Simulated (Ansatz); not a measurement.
The molecule ZrF, multiplicity 4 (an upper state: multiplicity 2 came lower at CCSD(T)/def2-TZVPP on PBE0 minima). No spin–orbit coupling.

Constants: fifth-degree fit in 1/R to seven points, most abundant isotopes. Runs in def2 and cc sets follow the lowest solution found near the PBE0 minimum.

Correlated levels freeze the inner cores; with def2 sets outer-core shells near the valence are correlated too.

Run with Ansatz (Gaussian orbitals). Each number belongs to the level named beside it. In def2 rows elements past Kr take small-core potentials, without spin–orbit coupling.

Energies at CCSD/def2-TZVPP:

```csv
R (Å),E (hartree)
1.754145,-146.54279170
1.801299,-146.54963814
1.844681,-146.55324697
1.893722,-146.55484873
1.942762,-146.55436445
1.999348,-146.55180269
2.065364,-146.54678864
```

Q: With a reduced mass of 15.6841 u, find the minimum, the force constant and the constants.

A: A fifth-degree polynomial in 1/R puts the minimum at r_e = 1.9052 Å with force constant 355 N/m. Then ω_e = (1/2πc)√(k/μ) = 620 cm⁻¹ and B_e = h/(8π²cμr_e²) = 0.2961 cm⁻¹; the cubic and quartic terms give α_e = 0.0018 and ω_e x_e = 2.5 cm⁻¹.

Ansatz is a program for electronic structure.
